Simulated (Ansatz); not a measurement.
A search over several starts for the lowest SCF solution of Cu2Br2⁺, that is (CuBr)2 ring with one electron fewer at the given spin, in a small basis.

```yaml
crystal:
  periodic: [false, false, false]
  atoms:
    - {symbol: Cu, position_ang: [-0.570314, -0.623254, -0.768926]}
    - {symbol: Br, position_ang: [1.790819, -0.489752, -0.931313]}
    - {symbol: Cu, position_ang: [0.570315, 0.623256, 0.768932]}
    - {symbol: Br, position_ang: [-1.790820, 0.489750, 0.931317]}
basis:
  gaussian: {orbitals: def2-SVP}
total_charge: 1
magnetization: {spin_polarized: true, initial_magnetization: 1}
hamiltonian: {xc: pbe0, dispersion: d4}
output: {orbitals: {seedname: orbitals}}
```

```sh
$ ansatz run in.yaml --threads 4 --pin off --events-out ev --progress --plain --max-ram 3916MiB
```

Shortened log:

```
Functional definition: PBE0
1302 factors; integrals over basis functions are off by at most 1.0e-3 eV
mean field evaluation 1: about -229290.1884 eV, gradient 7.8e1 eV
mean field evaluation 2: about -228652.5356 eV, gradient 4.2e2 eV
mean field evaluation 4: about -229309.8630 eV, gradient 8.9e0 eV
mean field evaluation 8: about -229310.0960 eV, gradient 2.9e-1 eV
mean field evaluation 16: about -229310.2206 eV, gradient 1.3e-3 eV
mean field evaluation 32: about -229310.2370 eV, gradient 5.2e-1 eV
mean field evaluation 64: about -229310.4795 eV, gradient 6.1e-1 eV
mean field -229310.50319679 eV, -8427.0055602404 hartree, gradient 4.1e-6 eV, S^2 0.757947; 7 other end points of the search recorded, 0 dependent functions left out
reference -229310.50325592 eV, -8427.0055624135 hartree; 64, 63 occupied and 62, 63 virtual orbitals, 1302 factors
Total energy: -229310.65599498 eV, -8427.0111754702 hartree
```

Hardware: 4 threads of Arm Neoverse V1 on a shared host. Wall time 40 s, peak host memory 0.81 GiB.

Other converged states that the search met: 0.28 eV higher (⟨S²⟩ = 0.75).
